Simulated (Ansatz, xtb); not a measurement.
**C6H5N: which of two isomers lies lower**

Structure I: `C#C[C@@H]1C[C@@H]1C#N`, a singlet. Structure II: `C#CC1(C#N)CC1`, a singlet. Both are isolated molecules in the gas phase, relaxed with B3LYP/def2-SVP.

I (Å):

```xyz
12

C    -1.8387    0.8744   -1.0950
C    -0.8812    0.2476   -0.6973
C     0.2653   -0.4913   -0.2336
C     0.1310   -1.9077    0.2715
C     0.4569   -0.8101    1.2596
C    -0.5170   -0.3863    2.2357
N    -1.2854   -0.0496    3.0363
H    -2.6911    1.4301   -1.4384
H     1.2007   -0.2519   -0.7516
H    -0.8761   -2.3289    0.3095
H     0.9265   -2.6172    0.0316
H     1.4887   -0.7542    1.6209
```

II (Å):

```xyz
12

C    -2.6870    0.1556    1.0611
C    -1.6419   -0.2753    0.6264
C    -0.3919   -0.7906    0.1066
C    -0.5122   -1.6997   -1.0202
C     0.8545    0.1091    0.1439
C     0.7696   -1.0428    1.0823
N    -0.5937   -2.4266   -1.9199
H    -3.6159    0.5354    1.4436
H     1.5268    0.0405   -0.7146
H     0.6931    1.1179    0.5303
H     1.3817   -1.9267    0.8880
H     0.5479   -0.8512    2.1346
```

**Question.** Which of the two would you expect CCSD(T)/def2-SVP + ΔMP2/def2-TZVPP electronic energies to favour?

**Answer.** CCSD(T)/def2-SVP + ΔMP2/def2-TZVPP gives E(II) − E(I) = +1.23 kcal/mol, favouring structure I, but this leans on the basis-set step: CCSD(T) alone gives +0.61 kcal/mol.

The same difference at several levels:

```csv
level,geometry,E(II) − E(I) (kcal/mol),departure from the last row (kcal/mol),"job, with rough time for the two"
GFN2-xTB,GFN2-xTB,+0.76,−0.47,"optimisation, 0.55 s"
HF/STO-3G,GFN2-xTB,+1.09,−0.14,"single point, 2.3 s"
r2SCAN-D4/def2-SVP,GFN2-xTB,+2.21,+0.98,"single point, 14 s"
B3LYP/def2-SVP,B3LYP/def2-SVP,+2.15,+0.92,"optimisation, 2 min"
HF/def2-SVP,B3LYP/def2-SVP,+1.64,+0.41,part of the CCSD(T) run
MP2/def2-SVP,B3LYP/def2-SVP,+0.49,−0.74,part of the CCSD(T) run
CCSD(T)/def2-SVP,B3LYP/def2-SVP,+0.61,−0.62,single point
CCSD(T)/def2-SVP + ΔMP2/def2-TZVPP,B3LYP/def2-SVP,+1.23,,"single point, 3.2 min"
```

As drawn, both hold the same kinds of bond in the same numbers.

MP2/def2-SVP finds them nearly level. The largest departure from CCSD(T)/def2-SVP + ΔMP2/def2-TZVPP is that of r2SCAN-D4/def2-SVP, 0.98 kcal/mol. The last row adds to CCSD(T) the change of the MP2 difference between the two basis sets, here +0.62 kcal/mol.

With thermal terms from frequencies at re-optimised GFN2-xTB minima (ideal gas, soft modes damped towards free rotors, one conformer each, 298.15 K, 1 atm): the zero-point term adds −0.02 kcal/mol; ΔH is +1.26 and ΔG +1.24 kcal/mol.

The correlated steps freeze 7 core orbitals. Mirror images aren't counted in ΔG. Codes used: Ansatz 0.2.0, xtb 6.7.1; the last row on 2 threads of AMD EPYC (Zen 3) on a shared host.
